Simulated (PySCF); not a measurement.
Q: Write a Z-matrix for `O[B](O)[GeH2][Cl]` as optimised with PBE0-D3(BJ)/def2-SVP.

A: 
Z-matrix in Å and degrees, rows numbered from 1:
```
O 
B   1  1.3548
O   2  1.3564  1  125.51
Ge  2  2.0764  1  117.78  3   179.99
Cl  4  2.1847  2  107.76  1    64.59
H   1  0.9649  2  115.59  3     1.32
H   3  0.9648  2  115.71  1    -0.74
H   4  1.5391  2  113.93  1  -178.84
H   4  1.5407  2  114.29  1   -52.44
```

B2 (three-coordinate boron) is planar (angles 125.5°, 117.8° and 116.7°, sum 360.0°, 0.00 Å off the plane of its three neighbours). Of the pairs four or more bonds apart, H6···H7 is among the closest relative to their van der Waals radii: 2.36 Å, 98 % of the sum of Bondi's values. Ge4 (germanium bonded to B, Cl and 2 H) is distorted tetrahedral (angles from 105.4° to 114.3°).

Theory: PBE0-D3(BJ)/def2-SVP geometry optimisation, gas phase in PySCF.

Point group: C1 (no symmetry element, even within 0.4 Å). Whether it is a minimum is left open (no frequencies). The numbers are those of one conformer (H–O1–B2–O3 1°, O1–B2–O3–H -1°, O1–B2–Ge4–Cl5 65°).
